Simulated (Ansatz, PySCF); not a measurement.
C2H7NSi2, SMILES [SiH2]([SiH3])CC#N.

The structure is a stationary point at B3LYP-D3(BJ)/def2-SVP. This is a generated structure with no PubChem entry under its InChIKey; it may be hypothetical. The values are those of a single conformer.

Vertical ionisation energy (IE) and electron affinity (EA) in eV. Rows of orbital energies are one-electron estimates. Where ΔSCF, EOM or ADC give a negative EA the extra electron is unbound and the value depends on the basis.

```csv
level,IE,EA
"−ε(HOMO), −ε(LUMO), B3LYP/def2-TZVP (PySCF)",8.34,0.63
"−ε(HOMO), −ε(LUMO), PBE/def2-TZVP (PySCF)",(withheld),(withheld)
"ΔSCF, PBE0/def2-SVPD (Ansatz), final states of multiplicity 2 and 2",10.44,-0.96
"ΔSCF, PBE/def2-SVPD (Ansatz), final states of multiplicity 2 and 2",10.11,-0.79
```

Task: What belongs in the gaps? (An estimate is asked for; the answer gives what the named calculation found.)

Result: 
- −ε(HOMO), −ε(LUMO), PBE/def2-TZVP (PySCF), IE: 7.40
- −ε(HOMO), −ε(LUMO), PBE/def2-TZVP (PySCF), EA: 1.26

Task: What vertical singlet–triplet gap does ΔSCF give with PBE0/def2-SVPD (Ansatz, an electronic-structure program) and with PBE/def2-SVPD (Ansatz)? (Estimate from the structure and the level; the computed values follow.)

Result: 6.16 and 5.89 eV (triplet above singlet where positive).
